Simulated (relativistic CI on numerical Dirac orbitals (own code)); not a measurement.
Mn4+ (3d3) in a crystal field

Calculated by Dirac-Coulomb-Breit CI, KLI orbitals optimised for each configuration, model QED, valence Slater integrals scaled by 0.9, one configuration in a parametric crystal field (own radial code). With so little scaling, terms lie 10 to 35 % too far apart, which can change the order of excited levels.

Field parameters in Wybourne normalisation: Oh B⁴₀ = 21Dq, B⁴₄ = √(5/14) B⁴₀. The field is a parameter set, without covalency.

S is read from ⟨S²⟩ = S(S + 1).

Levels (cm⁻¹, degeneracy): 0 (4), 22214 (4), 23253 (4), 23380 (2), 32834 (2), 32894 (4), 33118 (4), 33120 (2), 34221 (4), 34392 (2), 45214 (2), 45214 (4).

Question: Which field gives this pattern?
A. Oh, 10Dq = 33000 cm⁻¹
B. Oh, 10Dq = 13000 cm⁻¹
C. Oh, 10Dq = 37000 cm⁻¹
D. Oh, 10Dq = 41000 cm⁻¹

Answer: A. Oh, 10Dq = 33000 cm⁻¹, ground level with S = 1.50.
